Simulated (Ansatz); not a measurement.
Consider the hydrogenolysis of the Si–C bond: `C[SiH]1NB1O` + H₂ → `OB1N[SiH2]1` + CH₄.

Program: Ansatz. Geometries: PBE0-D4/def2-TZVP. ΔE: electronic, gas phase. CCSD(T)/CBS is the MP2 limit (def2-TZVPP, def2-QZVPP) plus CCSD(T) − MP2 in def2-TZVPP, frozen cores. This one scheme is used for every species. DFT in def2-TZVPP. B3LYP here is the variant with VWN-RPA as its local correlation; programs differ in this. Each species was taken in one conformer, which may not be the lowest.

```json
{"level": "PBE0-D4", "ΔE (eV)": "-0.24"}
{"level": "B3LYP-D4", "ΔE (eV)": "-0.27"}
{"level": "B2PLYP", "ΔE (eV)": "-0.30"}
{"level": "r2SCAN", "ΔE (eV)": "-0.24"}
{"level": "MP2/def2-TZVPP", "ΔE (eV)": "-0.21"}
{"level": "CCSD(T)/def2-TZVPP", "ΔE (eV)": "-0.26"}
{"level": "MP2/def2-QZVPP", "ΔE (eV)": "-0.19"}
{"level": "HF/CBS(def2)", "ΔE (eV)": "-0.47"}
```

Problem. What does CCSD(T)/CBS give? (Estimate.)

Solution. The calculation gave: -0.24 eV. The listed levels differ from it by 0.00, -0.03, -0.06, 0.00, 0.03, -0.02, 0.05, -0.23 eV.

Largest T1 diagnostic among the species: 0.013.

The D4 term adds +0.08 eV with B3LYP and +0.04 eV with PBE0; it sums over pairs of atoms, weighted by their polarisabilities, and B3LYP, whose exchange is more repulsive, gets the larger term. In def2-TZVPP, CCSD(T) changes the Hartree–Fock value by +0.21 eV (the triples alone add +0.04 eV) and MP2 by +0.27 eV.
